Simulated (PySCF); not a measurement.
# Calculated NMR parameters of FB1OCCO1

```yaml
Formula: C2H4BFO2
SMILES: FB1OCCO1
Point_group_of_the_computed_structure: C2v
Carbon_signals: 1
Proton_signals: 1
```

Atom-mapped SMILES (the numbers label the heavy atoms): `[F:1][B:2]1[O:3][CH2:4][CH2:5][O:6]1`. Hydrogens are named by the atom that carries them.

How the numbers were obtained: PBE0-D3(BJ)/def2-SVP geometry, J couplings at B3LYP/pcJ-1 (spin–dipole term only in couplings to heteroatoms), GIAO KT2/pcSseg-2 shieldings, in PySCF 2.14 (no solvent, relativity neglected, a single conformation, fast rotation and ring inversion assumed for equivalent nuclei).

References, each an isolated molecule treated in the same way: 1H (31.18 ppm), 13C (182.28 ppm) vs TMS; 19F (136.34 ppm) vs CFCl3; 11B (98.29 ppm) against BF3·OEt2; 17O (324.36 ppm) vs H2O.

```tsv
carbon	δC, type	δH (multiplicity, J in Hz)	HMBC from (abs. J ≥ 3 Hz)	span of the C tensor (ppm)
C4/C5	69.7, CH2	4.34 (s)	–	85
```

Other nuclei:
```tsv
atoms	nucleus	environment	δ (ppm)	σ (ppm)
F1	19F	fluorine bonded to B	-195.8	332.1
B2	11B	boron bonded to F, 2 O, in a 5-membered ring	18.3	80.0
O3/O6	17O	oxygen bonded to C, B, in a 5-membered ring	92.4	232.0
```

Selected couplings (Hz, signed; the shortest-range and largest first, 30 at most; isotopes 13C, 1H, 19F, 11B): 1J(C4,H(C4)) 154.0, 1J(F1,B2) -32.8, 2J(B2,C4) 3.8, 3J(B2,H(C4)) 2.1, 3J(F1,C4) 1.2.

δC 69.7: sp3 CH2 bonded to O; deshielded by the electronegative neighbour. δH 4.34: hydrogen on an sp3 CH2 bonded to O; its carbon carries O, which withdraws density.

Shifts are as computed. Against solution values, carbons near 30 ppm lie about +3 ppm off and those near 130 ppm about -1 ppm. Of 1211 compounds with measured shifts, 218 miss one by over three times the rms of a fit or turn the order of signals round; such compounds aren't used in these exercises. Unscaled 19F shifts against computed CFCl3 carry errors that often reach 10 to 50 ppm. Experimental scales use liquid or dissolved standards, which lie at an offset from isolated H2O (liquid H2O: subtract about 36 ppm).
